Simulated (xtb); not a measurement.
xtb input:

```bash
xtb mol.xyz --gfn 2 --ohess tight --chrg 1 --uhf 0
```
mol.xyz:
```
3

La     0.00268484     0.03123383     0.03341833
Br    -0.23912884     2.18033523    -1.74575531
Br     0.19911245    -2.11277786     1.75465907
```

What final total energy does it print?

-9.03180 Eh (GFN2-xTB).

The spin state was set by rule; other spins were not relaxed.
